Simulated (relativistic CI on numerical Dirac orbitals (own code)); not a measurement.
**Cu2+ in a cubic cluster: 2p photoemission with charge transfer**

Computed with a charge-transfer multiplet model of a cubic metal-ligand cluster with up to one ligand hole, Slater and spin-orbit integrals from Dirac-Coulomb-Breit ions, Slater integrals scaled by 0.9. The ground state mixes d9 with configurations of k ligand holes L, whose averages lie at kΔ + k(k − 1)U_dd/2; a core hole lowers each added d electron by U_cd. 300 K, Lorentzian 0.6 eV and Gaussian 0.8 eV FWHM.

Atomic integrals in eV (Slater integrals scaled, ζ unscaled), ground: F2dd 12.450, F4dd 7.768, zeta_d 0.099; with the core hole: F2dd 12.450, F4dd 7.768, zeta_d 0.138, zeta_core 13.377, F2cd 7.943, G1cd 6.088, G3cd 3.464.

Cluster parameters (eV): Δ = 3.7, U_dd = 6.9, U_cd = 8, 10Dq = 0.85, 10Dq(ligand) = 1.1, final-state hopping factor = 1.

| Case | n_d | d9 | d10L | S |
| --- | --- | --- | --- | --- |
| V(eg) = 1.85 eV, V(t2g) = -0.96 eV | 9.15 | 0.85 | 0.15 | 0.50 |
| V(eg) = 2.15 eV, V(t2g) = -1.12 eV | 9.18 | 0.82 | 0.18 | 0.50 |
| V(eg) = 2.45 eV, V(t2g) = -1.27 eV | 9.21 | 0.79 | 0.21 | 0.50 |
| V(eg) = 2.75 eV, V(t2g) = -1.43 eV | 9.23 | 0.77 | 0.23 | 0.50 |
| V(eg) = 3.05 eV, V(t2g) = -1.59 eV | 9.25 | 0.75 | 0.25 | 0.50 |

Weights, n_d and S are thermal averages at 300 K. Binding energies count from the first peak over 30 % of the highest in each spectrum, which can be another peak from case to case. The parameters are a model scan and need not match a compound or its usual spin state. Peaks in eV (height, largest 100):
- V(eg) = 1.85 eV, V(t2g) = -0.96 eV: 0.0 (100), 4.7 (50), 7.6 (35), 20.1 (48), 26.5 (37)
- V(eg) = 2.15 eV, V(t2g) = -1.12 eV: 0.0 (100), 5.1 (35), 8.0 (28), 20.1 (48), 26.8 (28)
- V(eg) = 2.45 eV, V(t2g) = -1.27 eV: 0.0 (100), 5.6 (25), 8.3 (23), 20.1 (49), 27.1 (22)
- V(eg) = 2.75 eV, V(t2g) = -1.43 eV: 0.0 (100), 6.1 (19), 8.8 (20), 20.2 (49), 27.6 (19)
- V(eg) = 3.05 eV, V(t2g) = -1.59 eV: 0.0 (100), 6.6 (15), 7.7 (15), 9.2 (17), 20.2 (49), 28.0 (15)

For the case V(eg) = 2.75 eV, V(t2g) = -1.43 eV, Δ = 3.7 eV is smaller than U_dd = 6.9 eV, the charge-transfer side of the Zaanen-Sawatzky-Allen scheme. With the core hole the average of the configuration with one ligand hole lies at Δ − U_cd = -4.3 eV before mixing: it lies below the unscreened one, so the lowest final states are mostly screened and the unscreened weight appears at higher binding energy as a satellite.
